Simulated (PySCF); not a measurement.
Species: C₈H₁₀.
Geometry (PBE0-D3(BJ)/def2-SVP, Å), atoms numbered from 1 in this order:
```xyz
18
C8H10 angstrom
C     -2.7373   -0.4981    1.5900
C     -1.6052   -0.3018    0.9217
C     -0.3471   -1.1152    0.7303
C     -0.0818   -0.2950   -0.5671
C      1.2666    0.1601   -0.8480
C      2.3958    0.5472   -1.0652
C      3.7494    1.0128   -1.3203
C     -1.1416    0.7349   -0.0742
H     -2.8766   -1.3811    2.2203
H     -3.5645    0.2148    1.5281
H     -0.4417   -2.2071    0.6321
H      0.4115   -0.8924    1.4984
H     -0.4814   -0.8440   -1.4355
H      4.4893    0.2266   -1.1012
H      3.9955    1.8855   -0.6946
H      3.8792    1.3093   -2.3732
H     -0.6569    1.5944    0.4171
H     -1.8669    1.1112   -0.8112
```

All values: PBE0/def2-SVPD (PySCF, non-relativistic), on one gas-phase PBE0-D3(BJ)/def2-SVP geometry that isn't relaxed in the solvent. The solvent is an IEF-PCM continuum (cavity from Bondi-type radii × 1.2), and excitations are vertical TDDFT with non-equilibrium linear response and a frozen core. The model holds no explicit solvent molecules, cavitation or dispersion.

```csv
run,E − E(gas) (kcal/mol),HOMO (eV),HOMO–LUMO gap (eV),dipole (D),lowest singlet (eV),static polarisability (au)
gas,0.00,-7.08,7.23,0.65,6.32,97.7
P,-3.06,-7.13,7.27,0.81,6.39,123.5
Q,-3.56,-7.14,7.27,0.82,6.40,128.6
```

Q: The runs were made in acetone and tetrahydrofuran. Which run belongs to which solvent?

A: P = tetrahydrofuran, Q = acetone. The dielectric constants are 7.426 (tetrahydrofuran), 20.49 (acetone), and the energy falls further as ε rises. The optical constants n² used for the excitations are 1.97, 1.85 in the same order. In this model the ground state sees the solvent through ε alone.

Q: How constant is the ratio of the lowering to (ε − 1)/(2ε + 1)?

A: 
| solvent | (ε − 1)/(2ε + 1) | E − E(gas) (kcal/mol) | ratio (kcal/mol) | polarisation term (kcal/mol) |
| --- | --- | --- | --- | --- |
| tetrahydrofuran | 0.405 | -3.06 | -7.5 | -3.35 |
| acetone | 0.464 | -3.56 | -7.7 | -3.95 |

The ratio changes by +1.5 % in size from tetrahydrofuran to acetone. The polarisation term is half the interaction of the solute with the induced surface charges.
